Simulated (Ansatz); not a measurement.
A nudged elastic band was laid between two geometries of BFH2O + ClH (7 atoms, charge 0, multiplicity 1).

Theory: RKS PBE0-D4/def2-SVP in Ansatz 0.2.0.

```
movable images  : 9
climbing image  : yes
spring          : 5.0 eV/Å²
optimiser       : quadratic models (default)
start path      : through a guess of the saddle point
force threshold : 0.05 eV/Å
iteration limit : 60
end points      : relaxed
```

Initial state:

```xyz
7
Properties=species:S:1:pos:R:3
B 0.040 -0.369 -0.120
F -0.065 -0.372 1.220
H 1.115 -0.197 -0.626
O -1.044 -0.583 -0.874
H -1.852 -0.703 -0.361
Cl -0.394 2.805 1.215
H -0.132 1.663 1.751
```

Final state:

```xyz
7
Properties=species:S:1:pos:R:3
B -0.221 0.470 -0.360
F 0.062 -0.068 2.267
H 0.838 -0.046 -0.596
O -1.413 -0.096 -0.563
H -1.347 -1.012 -0.854
Cl -0.229 2.156 0.218
H -0.022 0.840 2.094
```

Question: What changes between the two ends?

Answer: Bonds broken: B1–F2, Cl6–H7. Bonds formed: B1–Cl6, F2–H7. BFH2O + ClH becomes BClH2O + FH.

Question: Give the energies along the band, and the barrier.

Answer: It converged. The highest image is number 5 of 0 to 10, 1.17 eV above the first end and 0.58 eV above the last; the last end lies 0.59 eV above the first. The profile has 2 maxima (images 5, 8) with wells between them (image 7): this band takes more than one step, which may be the mechanism or a detour left from its start path. A vibrational analysis at the climbing image gives one clearly imaginary mode, 735i cm⁻¹: a first-order saddle point. The orbitals stay closed-shell, which can raise the energy where a bond breaks towards radicals; this wasn't checked here.

| image | path coordinate (Å) | energy (eV) | B1–F2 (Å) | Cl6–H7 (Å) | B1–Cl6 (Å) |
| --- | --- | --- | --- | --- | --- |
| 0 | 0.00 | 0.00 | 1.34 | 1.29 | 3.47 |
| 1 | 0.33 | 0.01 | 1.35 | 1.29 | 3.24 |
| 2 | 0.67 | 0.06 | 1.35 | 1.29 | 2.96 |
| 3 | 1.00 | 0.25 | 1.37 | 1.30 | 2.66 |
| 4 | 1.33 | 0.75 | 1.44 | 1.37 | 2.34 |
| 5 | 1.67 | 1.17 | 1.59 | 1.58 | 2.10 |
| 6 | 3.39 | 0.61 | 3.09 | 2.34 | 1.79 |
| 7 | 5.12 | 0.60 | 3.06 | 2.27 | 1.79 |
| 8 | 6.85 | 0.61 | 3.29 | 2.74 | 1.79 |
| 9 | 8.58 | 0.60 | 3.10 | 3.18 | 1.74 |
| 10 | 10.30 | 0.59 | 2.70 | 2.30 | 1.78 |

Question: What is the geometry of the highest image?

Answer: 
```xyz
7
Properties=species:S:1:pos:R:3
B 0.006 0.134 -0.046
F 0.010 -0.191 1.515
H 1.123 0.115 -0.476
O -1.012 -0.451 -0.697
H -1.875 -0.376 -0.278
Cl -0.405 2.098 0.583
H -0.179 0.915 1.604
```

The band took 40 iterations and roughly 15 core-minutes.

Time of the run: 7.9 min on 2 threads of Intel(R) Xeon(R) Platinum 8259CL CPU @ 2.50GHz (Skylake/Cascade Lake), with other jobs on the host, peak memory 0.2 GiB.
